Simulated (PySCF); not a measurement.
These compounds are isomers of formula C8H9P.

A. SMILES C=Cc1ccpcc1C
B. `InChI=1S/C8H9P/c1-3-8-5-4-7(2)6-9-8/h3-6H,1H2,2H3`
C. SMILES C=CC1=CC=CC(C)=P1
D. `C=P12C=CC(C=C1)C=C2`

Spectrum 1. ¹H NMR (300 MHz, computed): δ 8.44 (m, 1H), 7.89 (m, 1H), 7.78 (m, 1H), 7.27 (m, 1H), 6.35 (m, 1H), 5.58 (m, 1H), 2.86 (m, 3H). ¹³C{¹H} NMR (computed): δ 180.9 (C), 176.4 (C), 146.7 (CH), 138.7 (CH), 135.3 (CH), 129.8 (CH), 115.9 (CH2), 27.1 (CH3).

Spectrum 2. ¹H NMR (300 MHz, computed): δ 9.09 (m, 1H), 9.01 (m, 1H), 8.25 (m, 1H), 7.35 (m, 1H), 5.96 (m, 1H), 5.73 (m, 1H), 2.61 (s, 3H). ¹³C{¹H} NMR (computed): δ 165.5 (CH), 163.2 (CH), 146.9 (CH), 145.2 (C), 144.0 (C), 137.5 (CH), 124.5 (CH2), 27.4 (CH3).

Spectrum 3. ¹H NMR (300 MHz, computed): δ 8.91 (m, 1H), 8.57 (m, 1H), 7.61 (m, 1H), 7.34 (m, 1H), 6.28 (m, 1H), 5.54 (m, 1H), 2.61 (s, 3H). ¹³C{¹H} NMR (computed): δ 173.1 (C), 164.4 (CH), 147.6 (C), 146.5 (CH), 136.1 (CH), 132.9 (CH), 114.8 (CH2), 27.6 (CH3).

Spectrum 4. ¹H NMR (300 MHz, computed): δ 7.62 (m, 3H), 6.87 (m, 3H), 4.59 (m, 1H), 0.08 (m, 2H). ¹³C{¹H} NMR (computed): δ 158.3 (CH), 146.2 (CH), 52.2 (CH), -15.5 (CH2).

[PySCF: structure optimised with GFN2-xTB; PBE0/pcSseg-1 with gauge-including orbitals; isolated molecule; a single conformation; non-relativistic Hamiltonian; one averaged value for each set of equivalent atoms]

Shifts are taken against calculated references (same method and geometry level): TMS for ¹H (σref 31.72), ¹³C (σref 186.93). Splittings of carbon signals by F and P are missing where no couplings were computed. Where no couplings were computed, multiplicities follow the n + 1 count of equivalent neighbours, and m marks all less simple cases (inequivalent or close neighbours, rings, F or P nearby). Shifts are as computed. Against solution values, carbons near 30 ppm lie about +3 ppm off and those near 130 ppm about +5 ppm. Of 1211 compounds with measured shifts, 218 miss one by over three times the rms of a fit or turn the order of signals round; such compounds aren't used in these exercises.

Task: Which spectrum belongs to which compound?

Result: 1–C, 2–A, 3–B, 4–D.

- Spectrum 1 (C): 8 ¹³C signals; δC 146.7 is an alkene CH; δC 138.7 is an aromatic CH.
- Spectrum 2 (A): 8 ¹³C signals; δC 146.9 is an alkene CH; δC 137.5 is an aromatic CH.
- Spectrum 3 (B): 8 ¹³C signals; δC 146.5 is an alkene CH; δC 136.1 is an aromatic CH.
- Spectrum 4 (D): 4 ¹³C signals; δC 158.3 is an alkene CH; δC 146.2 is an alkene CH.
